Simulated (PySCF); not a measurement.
XPS shifts beside NMR shieldings

Species: C₃H₇FOSi.
Numbering: `[F:1]/[CH:2]=[CH:3]\[CH2:4][O:5][SiH3:6]`

Binding energies: delta-SCF UKS SCAN, pcX-2 on the ionised atom, pcseg-1 elsewhere, spin-free X2C in PySCF 2.14.0. Shieldings: GIAO PBE0/pcSseg-1, non-relativistic, same geometry.

```json
{"atom": "C2", "C 1s (eV)": "292.83"}
{"atom": "C3", "C 1s (eV)": "290.71"}
{"atom": "C4", "C 1s (eV)": "292.62"}
```

What are the absolute isotropic shieldings of these atoms?

```json
{"atom": "C3", "environment": "alkene CH carbon", "C 1s (eV)": "290.71", "isotropic shielding (ppm)": "66.6"}
{"atom": "C4", "environment": "sp3 carbon bound to oxygen", "C 1s (eV)": "292.62", "isotropic shielding (ppm)": "124.7"}
{"atom": "C2", "environment": "vinylic C–F carbon", "C 1s (eV)": "292.83", "isotropic shielding (ppm)": "30.6"}
```

Among the listed atoms, is the one with the highest binding energy also the least shielded?

Yes: C2 has both (292.83 eV, 30.6 ppm).

By binding energy: C3 < C4 < C2. By shielding: C2 < C3 < C4.

The structure is a single GFN2-xTB conformer in the gas phase; no vibrational or solvent corrections.

Conformer computed: `[F:1]/[CH:2]=[CH:3]\[CH2:4][O:5][SiH3:6]`: C2–C3–C4–O5 -146°, C3–C4–O5–Si6 174°.
